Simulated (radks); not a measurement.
Species: Rh2+. Configuration: [Kr] 4d6.5 5p0.5 (fractional occupations, a model configuration). Calculated with a radial shooting solver on a logarithmic mesh with Libxc functionals: Dirac Kohn-Sham, RPBE, spin-unpolarised, spherical densities, finite nucleus; open shells are shared between the two j in proportion to 2j + 1; Fermi nuclear charge, rms radius 4.4945 fm.

Unscreened Slater integrals over Kohn-Sham orbitals (hartree). Large and small components are both included. Empty in this configuration: 5s1/2.

integral,value
"F0(5p3/2,5p3/2)",0.27867
"F2(5p3/2,5p3/2)",0.15069
"F0(5p3/2,5p1/2)",0.28206
"G2(5p3/2,5p1/2)",0.15213
"F0(5p3/2,4d5/2)",0.34556
"F2(5p3/2,4d5/2)",0.10217
"G1(5p3/2,4d5/2)",0.042731
"G3(5p3/2,4d5/2)",0.035881
"F0(5p3/2,4d3/2)",0.34600
"F2(5p3/2,4d3/2)",0.10117
"G1(5p3/2,4d3/2)",0.041378
"G3(5p3/2,4d3/2)",0.035001
"F0(5p3/2,5s1/2)",0.30409
"G1(5p3/2,5s1/2)",0.19572
"F0(5p1/2,5p1/2)",0.28563
"F0(5p1/2,4d5/2)",0.35331
"G3(5p1/2,4d5/2)",0.039141
"F0(5p1/2,4d3/2)",0.35377
"G1(5p1/2,4d3/2)",0.046050
"F0(5p1/2,5s1/2)",0.30892
"G1(5p1/2,5s1/2)",0.20364
"F0(4d5/2,4d5/2)",0.63970
"F2(4d5/2,4d5/2)",0.31965
"F4(4d5/2,4d5/2)",0.20890
"F0(4d5/2,4d3/2)",0.64299
"F2(4d5/2,4d3/2)",0.32129
"G2(4d5/2,4d3/2)",0.32115
"G4(4d5/2,4d3/2)",0.20991
"F0(4d5/2,5s1/2)",0.41074
"G2(4d5/2,5s1/2)",0.073955
"F0(4d3/2,4d3/2)",0.64633
"F2(4d3/2,4d3/2)",0.32300
"F0(4d3/2,5s1/2)",0.41147
"G2(4d3/2,5s1/2)",0.072132
"F0(5s1/2,5s1/2)",0.34128
